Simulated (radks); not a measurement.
Valence configurations of neutral silver (all share [Kr]). All-electron calculation, Dirac Kohn-Sham, LDA (Slater exchange, Perdew-Wang correlation), spin-unpolarised, spherical densities, finite nucleus; open shells fill j = l - 1/2 first; Fermi nuclear charge, rms radius 4.5454 fm. Program: a radial shooting solver on a logarithmic mesh with Libxc functionals. Energies are relative to 4d10 5s1; eigenvalues in eV.

valence          E (eV)  e(4d3/2)  e(4d5/2)  e(5p1/2)  e(5p3/2)  e(5s1/2)
4d10 5s1          0.000    -8.004    -7.442         -         -    -4.714
4d9.5 5s1.5       1.608    -9.573    -8.992         -         -    -5.274
4d9 5s2           3.731   -11.216   -10.615         -         -    -5.831
4d10 5p1          3.906    -9.808    -9.241    -1.898         -         -
4d9 5s1 5p1       8.186   -12.861   -12.255    -2.337         -    -6.927
4d9 5p2          12.904   -14.262   -13.652    -2.974         -         -
4d8 5s2 5p1      14.650   -16.210   -15.564    -2.813         -    -7.924
4d8 5s1.5 5p1.5  17.235   -16.898   -16.250    -3.131         -    -8.356
4d7 5s2 5p2      29.259   -21.070   -20.379    -3.902         -    -9.720
4d6 5s2 5p3      48.091   -26.107   -25.371    -5.009    -4.543   -11.494

NIST lists [Kr] 4d10 5s1 as the ground configuration; this level of theory agrees among the configurations tried. The energies are those of spherical spin-averaged densities, not of single terms.
